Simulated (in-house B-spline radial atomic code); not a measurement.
**The tin ion Sn²⁺: [Kr] 4d10 5s2**

Computed with an all-electron radial atomic-structure program (B-spline basis): Dirac-Kohn-Sham relativistic LDA, spherical fractional occupations, Fermi nucleus of rms radius 4.6519 fm.

Effective charges: Z_r = [3n² - l(l+1)]/(2<r>) from the radius, Z_e = n√(-2ε) from the energy, and Slater's rules. Values are occupation-weighted means over j. An effective charge above Z reflects the relativistic contraction of the inner shells.

```json
{"shell": "1s", "electrons": "2", "ε (eV)": "-28844", "<r> (bohr)": "0.02916", "Z_r": "51.44", "Z_e": "46.04", "Slater": "49.70"}
{"shell": "2s", "electrons": "2", "ε (eV)": "-4374.2", "<r> (bohr)": "0.1255", "Z_r": "47.81", "Z_e": "35.86", "Slater": "45.85"}
{"shell": "2p", "electrons": "6", "ε (eV)": "-3940.7", "<r> (bohr)": "0.1096", "Z_r": "45.62", "Z_e": "34.04", "Slater": "45.85"}
{"shell": "3s", "electrons": "2", "ε (eV)": "-858.22", "<r> (bohr)": "0.3403", "Z_r": "39.68", "Z_e": "23.83", "Slater": "38.75"}
{"shell": "3p", "electrons": "6", "ε (eV)": "-715.17", "<r> (bohr)": "0.3382", "Z_r": "36.96", "Z_e": "21.75", "Slater": "38.75"}
{"shell": "3d", "electrons": "10", "ε (eV)": "-490.64", "<r> (bohr)": "0.315", "Z_r": "33.33", "Z_e": "18.02", "Slater": "28.85"}
{"shell": "4s", "electrons": "2", "ε (eV)": "-150.72", "<r> (bohr)": "0.8195", "Z_r": "29.28", "Z_e": "13.31", "Slater": "22.25"}
{"shell": "4p", "electrons": "6", "ε (eV)": "-107.14", "<r> (bohr)": "0.8859", "Z_r": "25.96", "Z_e": "11.22", "Slater": "22.25"}
{"shell": "4d", "electrons": "10", "ε (eV)": "-43.424", "<r> (bohr)": "1.093", "Z_r": "19.21", "Z_e": "7.15", "Slater": "10.85"}
{"shell": "5s", "electrons": "2", "ε (eV)": "-26.482", "<r> (bohr)": "2.208", "Z_r": "16.99", "Z_e": "6.98", "Slater": "6.35"}
```

The least bound orbital is 5s1/2 at -26.48 eV, and it is also the most diffuse (<r> = 2.208 bohr).

Spin-orbit splittings of the orbital energies (j = l + 1/2 above j = l - 1/2 when positive): 2p 228.5 eV, 3p 41.75 eV, 3d 8.662 eV, 4p 7.608 eV, 4d 1.056 eV.

For the 1s electron the small component carries 3.35 % of the norm, the zero-frequency Breit interaction raises the level by 67.14 eV, self-energy by 38.03 eV, and vacuum polarisation lowers it by 5.004 eV.

The density falls to 0.001 bohr⁻³ at 3.677 bohr; Σ<r²> = 34.423 bohr² gives, by the non-relativistic formula and without the paramagnetism of open shells, a Langevin diamagnetic susceptibility of -27.26×10⁻⁶ cm³/mol.
